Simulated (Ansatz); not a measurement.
`[F][GeH]([F])[F]` + CH₃SH → `C[S][GeH]([F])[F]` + H–F at 298.15 K and 1 bar (ligand exchange at a Ge–F bond).

Program: Ansatz. Geometries: PBE0-D4/def2-TZVP. ΔE: electronic, gas phase. CBS: MP2 limit from def2 TZ/QZ plus the TZ coupled-cluster correction, frozen cores. This one scheme is used for every species. For Ge outer-core shells are correlated without core-valence functions, which leaves a few kJ/mol of doubt a bond. Scalar relativity is left out up to krypton. One conformer a species, not always the lowest.

```
            species  CCSD(T)/CBS energy (Eh)  H − E (kJ/mol)  S (J/(mol·K))
 `[F][GeH]([F])[F]`              -2376.20168            55.1          294.6
              CH₃SH               -438.22835           133.0          253.2
`C[S][GeH]([F])[F]`              -2714.02980           158.9          372.0
                H–F               -100.39570            33.5          173.6
```

H − E and S are ideal-gas, rigid-rotor, harmonic terms from PBE0-D4/def2-TZVP, for one conformer and one mirror image of each species. 1 Eh = 2625.50 kJ/mol, R = 8.31446 J/(mol·K).

Q: By hand: ΔE, ΔH, ΔS and ΔG.

A: ΔE = (-2714.02980) + (-100.39570) − (-2376.20168) − (-438.22835) = 0.00453 Eh = 11.9 kJ/mol. Δ(H − E) = 158.9 + 33.5 − 55.1 − 133.0 = 4.3, so ΔH = 16.2 kJ/mol. ΔS = 372.0 + 173.6 − 294.6 − 253.2 = -2.2 J/(mol·K). ΔG = 16.2 − 298.15 × (-2.2)/1000 = 16.9 kJ/mol.

Q: By hand: the equilibrium constant, and the temperature at which ΔG would vanish if ΔH and ΔS stayed fixed.

A: log₁₀ K = −ΔG/(RT ln 10) = -3.0. ΔH and −TΔS have one sign here, so there is no such temperature. One of them is within its doubt of zero, so this could turn.

The number of gas molecules stays the same, so ΔS is small and ΔH decides. A doubt of 5 kJ/mol in ΔE shifts log₁₀ K by 0.9 here. Other conformers and mirror images would add mixing entropy, several J/(mol·K) or more a flexible species. Modes under 60 cm⁻¹, often nearly free rotors, make the harmonic entropy too high. These are equilibria of isolated gas molecules and say nothing of rates. Largest T1 diagnostic: 0.012 (customary marks: 0.02 for closed shells, 0.045 for open ones).
